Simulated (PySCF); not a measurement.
# Where the electron goes

Compound: C6H9PSi.
Numbering: `[CH:1]#[C:2][P:3]1[CH2:4][CH:5]=[C:6]([SiH3:7])[CH2:8]1` (hydrogens: H9 on C1; H10, H11 on C4; H12 on C5; H13, H14, H15 on Si7; H16, H17 on C8)

Computed, not measured: PySCF 2.14.0, density-fitted response routines, TDDFT PBE0/def2-SVPD, vertical, gas phase, core orbitals frozen in the response. Geometry: GFN2-xTB, one conformer, isolated molecule.

Frontier orbitals with the atoms that hold most of them (Löwdin shares over 4%, at most four atoms; ? is withheld):

```csv
orbital,ε (eV),atoms
LUMO+2,0.21,"C1 13%, C2 12%, C5 12%, P3 12%"
LUMO+1,0.19,"P3 22%, C1 16%, C2 13%, C4 8%"
LUMO,?,"C5 20%, C6 18%, P3 12%, C2 9%"
HOMO,-6.86,?
HOMO-1,-7.42,?
HOMO-2,-8.03,"C1 35%, C2 35%, P3 6%, C8 6%"
HOMO-3,-8.77,"C2 35%, C1 28%, P3 15%, C6 5%"
```

**Question.** Give the leading atoms of the HOMO-1.

**Answer.** C6 (bonded to 2 C and Si) 32%; C5 (bonded to 2 C and H) 31%; C4 (bonded to C, P and 2 H) 7%; C8 (bonded to C, P and 2 H) 7%.

**Question.** Which atoms hold the HOMO, and with what shares?

**Answer.** P3 (bonded to 3 C) 45%; C2 (bonded to C and P) 16%; C1 (bonded to C and H) 15%; C8 (bonded to C, P and 2 H) 6%. By element: phosphorus 45%, carbon 37% or more.

**Question.** What is the LUMO energy, and the HOMO–LUMO gap?

**Answer.** ε(LUMO) = -0.45 eV; the gap is 6.41 eV (0.2354 hartree).

**Question.** The HOMO–LUMO gap is 6.41 eV. Where does the response calculation put the lowest singlet, and from which orbitals?

**Answer.** S1 is at 5.09 eV (f = 0.0035), 1.32 eV below the gap, made of HOMO→LUMO (92%). Without the coupling terms of the response equations the lowest excitation would equal the gap.

**Question.** Give energy, strength and leading configuration of S1 and S4, and follow the Löwdin shares of the leading atoms from the occupied to the empty orbital.

**Answer.** 
- S1 (5.09 eV, f 0.0035), HOMO→LUMO (92%): P3 45% → 12%, C2 16% → 9%, C5 at most 7% → 20%, C6 at most 7% → 18%
- S4 (6.01 eV, f 0.033), HOMO-1→LUMO (82%): C6 32% → 18%, C5 31% → 20%

Löwdin shares depend on the basis, the more so with diffuse functions.
